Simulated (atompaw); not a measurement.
cadmium: one change to a PAW (atompaw) potential, before and after

Cd (Z = 48), PAW, made with atompaw 4.2.0.5 (PBE, scalar-relativistic). Core [Ar] 3d10 4s2, reference 4p6 4d10 5s1.5 5p0.5. Waves: 5s (bound): rc 2.10 bohr; 5s channel at 0.65 Ry: rc 2.10 bohr; 4p (bound): rc 1.50 bohr; 5p (bound): rc 1.45 bohr; 4d (bound): rc 2.10 bohr; 4d channel at -0.4 Ry: rc 2.10 bohr. Local part: bessel scheme, radius 1.40 bohr. Core correction: smooth core density matched at 1.10 bohr. Augmentation charge: besselshape compensation charge, radius 1.55 bohr; PAW radius 2.10 bohr; waves and projectors: custom rrkj gramschmidtortho.

All-electron outer shells of the reference configuration (PBE, scalar-relativistic, ld1.x):

```csv
shell,level (eV),outermost node (bohr),outermost maximum (bohr)
3d,-394.66,–,0.27
4s,-106.96,0.43,0.79
4p,-68.02,0.43,0.84
4d,-12.76,0.42,0.98
5s,-6.34,1.06,2.32
5p,-1.67,1.19,3.25
```

Change: all radii scaled by about 0.75 (s 1.58, p 1.12, d 1.58 bohr); local potential bessel scheme, radius 1.06 bohr; augmentation besselshape compensation charge, radius 1.16 bohr; PAW radius 1.58 bohr; waves and projectors: custom rrkj gramschmidtortho; core correction smooth core density matched at 0.82 bohr.

Cutoffs: the cutoffs (Ry, on a coarse ladder) from which the occupation-weighted sum of valence levels, in a spherical-Bessel basis at the reference potential, stays within 10 and 1 mRy of its value at 400 Ry; they do not see the model core or the augmentation charge, which bear on the density cutoff.

**Question.** What does the change do?

**Answer.** The potential gets harder (45 Ry and 70 Ry → 70 Ry and 120 Ry); a bound ghost appears in s, which as a rule spoils a file. A smaller radius makes the pseudo-wave follow the all-electron one further in, where it bends more sharply, so more plane waves are needed.

```csv
quantity,base,changed
"cutoff, loose",45 Ry,70 Ry
"cutoff, tight",70 Ry,120 Ry
loose cutoff by channel (10 mRy a level),"s 6 Ry, p 35 Ry, d 18 Ry","s 35 Ry, p 55 Ry, d 40 Ry"
bound ghosts,none,s
lowest overlap eigenvalue by channel,"s 0.47, p 0.11, d 0.76","s 0.05, p 0.61, d 0.94"
```

 A true bound ghost makes a file unfit for plane-wave use even where its test errors are small: the radial tests pick states by their node count and pass the ghost by. The cutoffs see the waves, projectors and local potential, not the compensation charge or the core.
